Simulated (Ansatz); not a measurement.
disilane (H$_{6}$Si$_{2}$), singlet, at a GFN2-xTB geometry; CAM-B3LYP/6-311G** run with Ansatz (a quantum-chemistry and plane-wave program).

Input for Ansatz:
Ansatz 0.2 input:
```yaml
crystal:
  periodic: [false, false, false]
  atoms:
    - {symbol: Si, position_ang: [0.01521338, -0.00610543, 1.15250795]}
    - {symbol: Si, position_ang: [-0.01521338, 0.00610543, -1.15250795]}
    - {symbol: H, position_ang: [0.04345603, 1.34492936, 1.72063452]}
    - {symbol: H, position_ang: [-1.16031370, -0.66812016, 1.72586040]}
    - {symbol: H, position_ang: [1.18472289, -0.70404486, 1.69471504]}
    - {symbol: H, position_ang: [-0.01416071, -1.34506118, -1.72102192]}
    - {symbol: H, position_ang: [-1.19948647, 0.67873842, -1.69465422]}
    - {symbol: H, position_ang: [1.14578197, 0.69355841, -1.72553382]}
basis:
  gaussian:
    orbitals: 6-311G__.json
hamiltonian:
  xc: cam_b3lyp
```
The basis file holds 6-311G** in the JSON format of the Basis Set Exchange.

### Question
Predict the main parts of the log of this Ansatz run.

### Answer

```
Functional definition: CAM-B3LYP
744 factors; their error is unknown
263 factors; integrals over basis functions are off by at most 1.4e-5 eV
mean field evaluation 1: about -15852.8492 eV, gradient 9.2e0 eV
mean field evaluation 2: about -15853.1062 eV, gradient 3.2e0 eV
mean field evaluation 4: about -15853.1230 eV, gradient 1.2e-1 eV
mean field evaluation 8: about -15853.1403 eV, gradient 7.9e-3 eV
mean field -15853.14032861 eV, -582.5921614320 hartree, gradient 3.2e-5 eV, S^2 0.000000; 0 other end points of the search recorded, 0 dependent functions left out
reference -15853.14045410 eV, -582.5921660435 hartree; 17, 17 occupied and 73, 73 virtual orbitals, 744 factors
Total energy: -15853.14045410 eV, -582.5921660435 hartree
```
